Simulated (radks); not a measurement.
Results of a calculation; reference values are marked as such.
Q: Isoelectronic series with 2 electrons, each ion in its NIST ground configuration. Code: a radial shooting solver on a logarithmic mesh with Libxc functionals. Model: scalar-relativistic Kohn-Sham, r2SCAN, spin-polarised, spherical densities, finite nucleus; meta-GGA in the generalised Kohn-Sham scheme; Fermi nuclear charge, rms radius of each element as measured or else 0.836 A^(1/3) + 0.57 fm. Total energies (hartree) and orbital eigenvalues (hartree):

| ion | configuration | E (hartree) | 1s |
|---|---|---|---|
| He | [He] | -2.90510 | -0.60774 |
| B3+ | [He] | -22.04024 | -8.61427 |
| O6+ | [He] | -59.20851 | -25.63648 |
| Si12+ | [He] | -187.89509 | -86.84213 |
| Cl15+ | [He] | -279.60329 | -131.1169 |
| Ca18+ | [He] | -389.72720 | -184.5902 |
| V21+ | [He] | -518.43199 | -247.3427 |
| Fe24+ | [He] | -665.91297 | -319.4702 |
| Cu27+ | [He] | -832.39712 | -401.0842 |
| Ge30+ | [He] | -1018.14461 | -492.3128 |
| Br33+ | [He] | -1223.45220 | -593.3020 |
| Sr36+ | [He] | -1448.65398 | -704.2166 |
| Nb39+ | [He] | -1694.12413 | -825.2413 |
| Ag45+ | [He] | -2247.59393 | -1098.472 |
| Sn48+ | [He] | -2556.58021 | -1251.165 |
| I51+ | [He] | -2887.81794 | -1414.948 |
| Ba54+ | [He] | -3241.9483 | -1590.138 |
| Pr57+ | [He] | -3619.6868 | -1777.087 |
| Sm60+ | [He] | -4021.7935 | -1976.172 |
| Tb63+ | [He] | -4449.2142 | -2187.861 |
| Er66+ | [He] | -4902.8200 | -2412.583 |

Estimate the row of Ru42+ ([He]).

A: E (hartree) -1960.28046; 1s -956.5822.
